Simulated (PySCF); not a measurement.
CHO (SMILES [CH]=O), doublet, geometry from GFN2-xTB. Base run: PySCF with MP2/3-21G.

Input for PySCF:
```python
from pyscf import gto, scf, mp

mol = gto.Mole()
mol.atom = '''
    C     0.050778    0.585589    0.011343
    O     0.065822   -0.594113   -0.013409
    H    -0.831242    1.239366    0.039217
'''
mol.basis = '3-21g'
mol.charge = 0
mol.spin = 1
mol.verbose = 5
mol.build()

mf = scf.UHF(mol)
mf.kernel()

pt = mp.MP2(mf, frozen=2)
pt.kernel()
print('E(MP2) = %.10f' % pt.e_tot)
```

The base run was repeated with changes; each row names its change, and settings that it needs were set with it.

```
change              basis functions      E (Eh)  MP2 correlation (Eh)  SCF-reference HOMO (eV)  SCF-reference dipole (D)
------------------  ---------------  ----------  --------------------  -----------------------  ------------------------
base                             20  -112.80788              -0.20417                   -10.22                      2.22
basis = STO-3G                   11  -111.83034              -0.09681                    -7.90                      1.24
basis = 6-31G                    20  -113.39097              -0.20475                   -10.53                      2.52
basis = pcseg-1                  33  -113.51517              -0.29589                   -10.58                      2.42
basis = cc-pVDZ                  33  -113.55326              -0.29477                   -10.41                      2.16
basis = def2-SVP                 33  -113.45305              -0.29453                   -10.52                      2.24
basis = 6-311G**                 42  -113.59311              -0.31455                   -10.51                      2.24
basis = def2-TZVP                68  -113.66070              -0.36329                   -10.62                      2.23
basis = cc-pVTZ                  74  -113.65985              -0.36748                   -10.58                      2.21
basis = pcseg-2                  74  -113.65154              -0.36051                   -10.62                      2.28
basis = def2-TZVPD               86  -113.66304              -0.36508                   -10.64                      2.24
basis = def2-QZVP               144  -113.69600              -0.39304                   -10.64                      2.24
basis = def2-QZVPP              144  -113.69600              -0.39304                   -10.64                      2.24
```

Totals compare only among sets that treat the same electrons; sets with core potentials leave the core out.

Open shells are given as the SCF converged; they aren't shown to be the lowest states, and a large step between rows can be another state.
